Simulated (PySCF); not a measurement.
# Steps of a relaxation of [La(H2O)2]3+

[La(H2O)2]3+ (singlet; a saddle point, relaxed within its symmetry). PySCF 2.14.0, RKS B3LYP, La def2-SVP with ECP46, O def2-SVP, H def2-SVP; non-relativistic Hamiltonian with scalar-relativistic core potentials where named; density fitting; no spin-orbit coupling. Origin of the start: template. Columns: position (Å) and force (eV/Å). Energies are counted from the last step; some of the 6 steps are shown. Forces carry noise of the integration grid, about 0.01 to 0.03 eV/Å.

Run from Python with OMP_NUM_THREADS=2. Where DIIS fails, smearing, a level shift and second-order steps follow.
It took 12 s on 2 threads of Arm Neoverse V1, on a shared host, from the converged density of the start.

```xyz
7
step 0  E = 0.184 eV
La    0.0000    0.0000    0.0000     0.00    0.00    0.00
O     0.0000    0.0000    2.5600     0.00    0.00   -2.20
H     0.5445    0.5445    3.1500     0.44    0.44    0.63
H    -0.5445   -0.5445    3.1500    -0.44   -0.44    0.63
O     0.0000    0.0000   -2.5600     0.00    0.00    2.20
H     0.5445   -0.5445   -3.1500     0.44   -0.44   -0.63
H    -0.5445    0.5445   -3.1500    -0.44    0.44   -0.63
```

```xyz
7
step 2  E = 0.015 eV
La    0.0000    0.0000    0.0000     0.00    0.00    0.00
O     0.0000    0.0000    2.4543     0.00    0.00    0.22
H     0.5454    0.5454    3.0893    -0.12   -0.12   -0.26
H    -0.5454   -0.5454    3.0893     0.12    0.12   -0.26
O     0.0000    0.0000   -2.4543     0.00    0.00   -0.22
H     0.5454   -0.5454   -3.0893    -0.12    0.12    0.26
H    -0.5454    0.5454   -3.0893     0.12   -0.12    0.26
```

```xyz
7
step 3  E = 0.003 eV
La    0.0000    0.0000    0.0000     0.00    0.00    0.00
O     0.0000    0.0000    2.4278     0.00    0.00    0.27
H     0.5443    0.5443    3.0606    -0.06   -0.06   -0.16
H    -0.5443   -0.5443    3.0606     0.06    0.06   -0.16
O     0.0000    0.0000   -2.4278     0.00    0.00   -0.27
H     0.5443   -0.5443   -3.0606    -0.06    0.06    0.16
H    -0.5443    0.5443   -3.0606     0.06   -0.06    0.16
```

Question: Where does the relaxation end?

Answer: It converges at step 5 in D2d:
```xyz
7
step 5  E = 0
La    0.0000    0.0000    0.0000
O     0.0000    0.0000    2.4247
H     0.5455    0.5455    3.0487
H    -0.5455   -0.5455    3.0487
O     0.0000    0.0000   -2.4247
H     0.5455   -0.5455   -3.0487
H    -0.5455    0.5455   -3.0487
```

Question: How did the contacts change?

Answer: 
```json
{"contact": "La1–O2 (H2O)", "start (Å)": "2.560", "end (Å)": "2.425"}
{"contact": "La1–O5 (H2O)", "start (Å)": "2.560", "end (Å)": "2.425"}
```
